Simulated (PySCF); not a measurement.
**From computed data to an observable: entropy of an ideal gas**

Te(F)(OH) (FHOTe), SMILES F[Te]O.

Coordinates come from a B3LYP-D3(BJ)/def2-TZVP optimisation. The def2 effective core potentials stand for the cores of Te; spin–orbit coupling is left out. Other conformers were not sampled.

B3LYP-D3(BJ)/def2-TZVP (PySCF 2.14.0) gives the harmonic wavenumbers 206, 462, 596, 635, 1009, 3785 cm⁻¹ and the rotational temperatures 0.5094, 0.3144, 0.1968 K. The molar mass is 163.61 g/mol, the symmetry number 1, the spin multiplicity 1.

Q: Work out the entropy at 298.15 K and 1 atm in the rigid-rotor, harmonic-oscillator model.

A: 
Translation (Sackur–Tetrode at 1 atm): S = R[1.5 ln M + 2.5 ln T − 1.16487] = 172.3 J/(mol K).
Rotation: q = (√π/σ) T^1.5/√(θA θB θC) = 51400, S = R[ln q + 3/2] = 102.7 J/(mol K).
Vibration: with u = 1.4388 ν/T, each mode gives R[u/(e^u − 1) − ln(1 − e^−u)]:
```csv
ν (cm⁻¹),modes,u,S (J/(mol K))
206,1,0.99,8.70
462,1,2.23,3.18
596,1,2.88,1.91
635,1,3.06,1.65
1009,1,4.87,0.38
```
The stiffer modes add less than 0.005 each. Sum 15.8 J/(mol K).
Spin: R ln 1 = 0.0 J/(mol K).
Total 290.8 J/(mol K); the program's own thermochemistry gives 290.8. Translation makes up 59 % and vibration 5 %. Anharmonicity, hindered rotation and orbital degeneracy are left out.
